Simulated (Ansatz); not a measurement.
One change: `C=C1[SiH2]C1O` becomes `C=C1[SiH2]C1Br`.

Ansatz, PBE0-D4/def2-TZVP geometries, multiplicity 1. Each molecule was computed in one conformer, which needn't be the lowest.

Scalar relativity is left out up to krypton.

```
                                          property  `C=C1[SiH2]C1O`
    size of the dipole moment (PBE/def2-TZVPP) / D             2.33
               LUMO energy (B3LYP/def2-TZVPP) / eV            -2.07
                 LUMO energy (PBE/def2-TZVPP) / eV            -2.60
size of the dipole moment (ωB97M-V/def2-TZVPP) / D             2.61
              HOMO–LUMO gap (PBE0/def2-TZVPP) / eV             3.72
               HOMO energy (B3LYP/def2-TZVPP) / eV            -5.43
```

(1) What does the change do to each property? (Estimate.)

Results:

(1) Ansatz gave: 
```tsv
property	`C=C1[SiH2]C1Br`	shift
size of the dipole moment (PBE/def2-TZVPP) / D	1.89	-0.44
LUMO energy (B3LYP/def2-TZVPP) / eV	-1.68	0.39
LUMO energy (PBE/def2-TZVPP) / eV	-2.44	0.16
size of the dipole moment (ωB97M-V/def2-TZVPP) / D	2.05	-0.56
HOMO–LUMO gap (PBE0/def2-TZVPP) / eV	5.61	1.89
HOMO energy (B3LYP/def2-TZVPP) / eV	-6.89	-1.46
```

With PBE0 the HOMO falls by 1.53 eV and the LUMO rises by 0.36 eV, so the gap widens by about 1.89 eV. PBE moves the HOMO by -1.18 eV and ωB97M-V by -1.89 eV. Dipoles are sizes alone; their direction can turn.

B3LYP here is the variant with VWN-RPA as its local correlation; programs differ in this.

Spin–orbit coupling is left out; it splits and shifts lone-pair levels of the heavy atoms by tenths of an eV.
